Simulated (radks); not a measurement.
Problem. Species: Mo3+. Configuration: [Kr] 4d2.75 5s0.25 (fractional occupations, a model configuration). Method: scalar-relativistic Kohn-Sham, r2SCAN, spin-polarised, spherical densities, finite nucleus; open shells are filled with parallel spins first (spin-orbit coupling, left out, can overturn this in heavy ions); meta-GGA in the generalised Kohn-Sham scheme; Fermi nuclear charge, rms radius 4.4091 fm; computed with a radial shooting solver on a logarithmic mesh with Libxc functionals. Some entries of the table are withheld. Estimate them.

orbital,occ.,eigenvalue (eV),<r^2> (bohr^2)
1s down,1,-19899.83,0.001670
1s up,1,-19899.81,0.001670
2s up,1,-2852.391,0.02783
2s down,1,-2851.845,0.02782
2p up,3,-2550.996,0.02193
2p down,3,-2550.603,0.02193
3s up,1,-519.0992,0.2096
3s down,1,-518.9184,0.2096
3p up,3,-419.4078,0.2150
3p down,3,-419.1704,0.2150
3d up,5,-257.8104,0.2073
3d down,5,-257.3576,0.2071
4s up,1,(1),1.372
4s down,1,(2),1.356
4p up,3,-73.3861,1.680
4p down,3,-70.5016,1.652
4d up,2.75,-34.8746,(3)
4d down,0,-31.2227,(4)
5s up,0.25,-27.2474,(5)
5p up,0,-20.8292,10.73

Solution. 
(1) 4s up eigenvalue (eV): -100.3478
(2) 4s down eigenvalue (eV): -97.7842
(3) 4d up <r^2> (bohr^2): 2.939
(4) 4d down <r^2> (bohr^2): 2.869
(5) 5s up <r^2> (bohr^2): 7.938
